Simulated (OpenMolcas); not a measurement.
# Co3+: from CASSCF to CASPT2

```json
{
  "Program": "OpenMolcas",
  "Basis": "ANO-RCC-VQZP [7s6p4d3f2g1h]",
  "Scalar Hamiltonian": "DKH2, point nucleus",
  "Active space": "6 electrons in 5 orbitals (3d)",
  "State averaging": "2S+1 = 5 even, 5 roots; 2S+1 = 3 even, 45 roots; 2S+1 = 1 even, 50 roots",
  "Spin-orbit coupling": "state interaction with AMFI integrals over the reference wave functions, term energies averaged over their components"
}
```

Methods on the same reference wave functions:
A. CASSCF
B. SS-CASPT2, IPEA 0.25 Eh, imaginary shift 0.1 Eh (closed shells correlated: 3s 3p)
C. MS-CASPT2, IPEA 0.25 Eh, imaginary shift 0.1 Eh (closed shells correlated: 3s 3p)

Energies in cm-1 above 3d6 5D4, the measured ground level; measured values from Sugar and Corliss, J. Phys. Chem. Ref. Data 10, 1097 (1981).

```
     Level      A      B      C  Measured
   3d6 5D4    0.0    0.0    0.0       0.0
   3d6 5D3    615    618    618       639
   3d6 5D2   1048   1047   1047      1078
   3d6 5D1   1327   1321   1322          
   3d6 5D0   1464   1455   1456      1494
   3d6 3H6  26287  23970  23970     23680
   3d6 3H5  26603  24270  24270     24032
   3d6 3H4  26836  24470  24470     24272
3d6 3P2(1)  28732  22890  22890     22883
3d6 3F4(1)  30082  25640  25630     25396
3d6 3F3(1)  30428  25950  25950     25736
3d6 3P1(1)  30529  24700  24690     24729
3d6 3F2(1)  30687  26170  26170     25969
3d6 3P0(1)  31272  25440  25430     25449
   3d6 3G5  33164  29380  29380     29022
   3d6 3G4  33743  29920  29920     29592
   3d6 3G3  33995  30160  30160     29868
   3d6 1I6  39610  36490  36490     35943
3d6 1G4(1)  41843  37430  37430     36683
   3d6 3D1  42858  36850  36850          
   3d6 3D2  42889  36860  36860          
   3d6 3D3  43062  37050  37050     36554
3d6 1S0(1)  48593  42030  41990     41442
3d6 1D2(1)  51940  43440  43440     42342
```

Deviations, from unrounded energies. A percentage is the sum of absolute deviations over the sum of measured energies, with the sign that they share, or ± where signs differ.

| Against measurement | Levels | A | B | C |
| --- | --- | --- | --- | --- |
| mean absolute deviation (cm-1) | 20 | 4200 | 300 | 300 |
| fine structure of the ground term (%) | 3 | -2.6 | -2.8 | -2.8 |
| other terms of the ground configuration (%) | 17 | +16.6 | ±1.2 | ±1.2 |

B, C lie about equally close to measurement and A furthest from it. The largest miss of C in the table is 3d6 1D2(1), by +1100 cm-1. The ranking rests on the paired levels alone, and a cruder setting can come out closer through cancelling errors.

Between B and C the level of the table that moves most is 3d6 1S0(1), by 37 cm-1 (lowest in C, highest in B). Moves below CASPT2's spread within the term are not significant.

The two smallest mean deviations differ by little beside CASPT2's spread within terms, so their order carries little weight.

From A to B the spin-free energies of the other terms of 3d6 shown, above 5D, scale by factors of 0.80 to 0.92, as is usual when dynamic correlation screens the repulsion within a d or f shell.

The lowest spin-free term lies below A's lowest term by 0.508 hartree in B, 0.508 hartree in C.

CASPT2 does not keep the components of a term degenerate, so their means are used; among the terms shown or strongly mixed into the levels shown the widest spread is 1200 cm-1 (3d6 1I, C). Without dynamic correlation excited terms often stand tens of per cent too high (terms of higher spin than the ground term too low), and those without a measured partner can miss by more than the paired ones (holds for A). The CASPT2 spread within a term exceeds the gap to the next term for 3d6 1I and 3d6 3D, 3d6 3D and 3d6 1G(1), so the order of their levels is uncertain (holds for C). Measured partners are found by configuration, term and J. A level has none where our copy of the source lacks it or the pairing is in doubt (some pairs that miss far off the trend of their configuration count as doubtful), and it then counts in no deviation. Levels of configurations outside the active space are missing. Levels that lie high or do not pair safely by name in every column are left out.

A number in round brackets counts repeated terms of one configuration in the order of the reference energies.
